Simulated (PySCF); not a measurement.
## Shifts of the heteroatoms

Structure with atom numbers: `[H]/[N:1]=[CH:2]\[SiH2:3][n:4]1[cH:5][cH:6][cH:7][cH:8]1`. Hydrogens are named by the atom that carries them.

- shielding tensors at PBE0/pcSseg-1 (GIAO)
- GFN2-xTB geometry
- run in PySCF 2.14
- no relativistic terms, rapidly exchanging positions averaged, gas phase, one conformer

**Question.** Where does ²⁹Si resonate?

**Answer.** 
```
atoms                  environment  σ (ppm)  δ (ppm)
  Si3  silicon bonded to C, N, 2 H    399.0    -48.0
```

Shieldings were converted by a linear fit to measured shifts: ²⁹Si (scatter 8.9 ppm rms, 25.8 ppm with the 6 outliers that the fit left out vs TMS, solution or neat liquid). A few per cent of atoms miss by over 2 rms, more outside the fitted compound classes.

On a 600 MHz spectrometer ²⁹Si resonates near 119.2 MHz, so 1 ppm is 119.2 Hz.

**Question.** What are the ¹⁵N shifts?

**Answer.** 
```tsv
atoms	environment	σ (ppm)	δ (ppm)
N1	imine nitrogen	-192.9	29.7
N4	pyrrole-type ring nitrogen	104.7	-244.6
```

Shieldings were converted by a linear fit to measured shifts: ¹⁵N: δ = -148.07 − 0.921σ (rms 6.3 ppm, 71 shifts vs CH3NO2, solution or neat liquid). Occasional misses reach two or three times the rms, and more in compound classes unlike the fitted ones.

On a 500 MHz spectrometer ¹⁵N resonates near 50.7 MHz, so 1 ppm is 50.7 Hz.
